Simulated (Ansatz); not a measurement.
The cluster Pd2O⁺. Charge 1, multiplicity 2. Geometry PBE-D4/def2-TZVP; atoms count from 1.

```xyz
3

Pd    1.6393   -0.6472    0.5743
Pd   -1.6399    0.6461   -0.5737
O     0.0006    0.0011   -0.0005
```

In the def2 sets Pd takes a core potential; there is no spin–orbit coupling. The charge 1 doublet is spin-contaminated (final ⟨S²⟩ up to 1.51, 0.75 for a pure state). At PBE0-D4/def2-TZVP a quartet of charge 1 lies 0.25 eV below the doublet, each at its own geometry. The structure comes from a short search, and lower isomers may exist.

**Question.** Estimate the Mulliken populations from the PBE0/def2-TZVP orbitals of Ansatz.

**Answer.** 
```tsv
atom	charge (e)	spin (α − β)	d electrons
Pd1	0.85	0.91	8.98
Pd2	0.84	-0.60	8.99
O3	-0.68	0.68	–
```
Mulliken values depend strongly on the basis.

**Question.** Where does the spin sit?

**Answer.** Summed by element: Pd 0.32, O 0.68, of 1 unpaired in all. Largest on single atoms: Pd1 0.91, O3 0.68, Pd2 -0.60.

**Question.** And the Mayer bond orders between heavy atoms (over 0.3)?

**Answer.** Pd1–O3 0.80 (1.85 Å); Pd2–O3 0.73 (1.85 Å).
